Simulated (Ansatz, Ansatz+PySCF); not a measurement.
```yaml
atoms:
  - { symbol: C, position_ang: [0.0000, 0.0000, -1.8143] }
  - { symbol: I, position_ang: [0.0000, 0.0000, 0.3272] }
  - { symbol: H, position_ang: [0.0000, -1.0420, -2.1517] }
  - { symbol: H, position_ang: [-0.9024, 0.5210, -2.1517] }
  - { symbol: H, position_ang: [0.9024, 0.5210, -2.1517] }
```

Basis set: def2-SVP (spherical functions, with the set's core potentials past Kr). Left uncorrelated: 5 orbitals. Charge 0, multiplicity 1.

Computed with Ansatz (development build ahead of 0.2.0); each method stands on the lowest determinant of its kind that the runs found. Restricted open shells among the atoms or ions are ROHF, correlated in semicanonical orbitals with singles. Restricted functionals stand beside restricted open-shell atoms, which can lie above the unrestricted atoms usual in DFT and then raise those values.

The atomization energy at this shape (free ground-state atoms in the same class of orbitals less the molecule, no zero-point energy) of singlet CH3I:

```tsv
method	atomization energy
r²SCAN (unrestricted)	372.04 kcal/mol
r²SCAN (restricted)	374.53 kcal/mol
ωB97X (restricted)	371.15 kcal/mol
ωB97X (unrestricted)	368.98 kcal/mol
PBE0 (unrestricted)	372.04 kcal/mol
PBE0 (restricted)	373.62 kcal/mol
PBE (unrestricted)	376.57 kcal/mol
PBE (restricted)	377.67 kcal/mol
RHF-CCSD(T)	353.05 kcal/mol
RHF-MP2	352.67 kcal/mol
UHF	276.16 kcal/mol
```

Question: What does RHF give?

Answer: 280.64 kcal/mol.
